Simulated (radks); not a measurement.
Coulomb parameter of the 4f shell of neutral europium in the model configuration [Xe] 4f6 6s2 6p1, as a second difference U = [E(n + 0.5) + E(n - 0.5) - 2 E(n)] / (0.5)^2 with all orbitals relaxed. "Bare": the charge of the atom changes with n. "Screened": the 6p shell takes up the change at fixed total charge, which measures U(4f,4f) + U(6p,6p) - 2 U(4f,6p). Calculated with a radial shooting solver on a logarithmic mesh with Libxc functionals: scalar-relativistic Kohn-Sham, r2SCAN, spin-unpolarised, spherical densities, finite nucleus; meta-GGA in the generalised Kohn-Sham scheme; Fermi nuclear charge, rms radius 5.1115 fm.

| case | configuration | E - E(n) (eV) |
|---|---|---|
| start | [Xe] 4f6 6s2 6p1 | 0.000 |
| bare +0.5 | [Xe] 4f6.5 6s2 6p1 | -4.038 |
| bare -0.5 | [Xe] 4f5.5 6s2 6p1 | 7.661 |
| screened +0.5 | [Xe] 4f6.5 6s2 6p0.5 | -3.598 |
| screened -0.5 | [Xe] 4f5.5 6s2 6p1.5 | 5.802 |

U(bare) = 14.493 eV, U(screened by 6p) = 8.816 eV, against the Slater integral F0(4f,4f) = 28.681 eV with frozen orbitals. The step up makes a negative ion, whose loosely bound charge lowers the bare value.
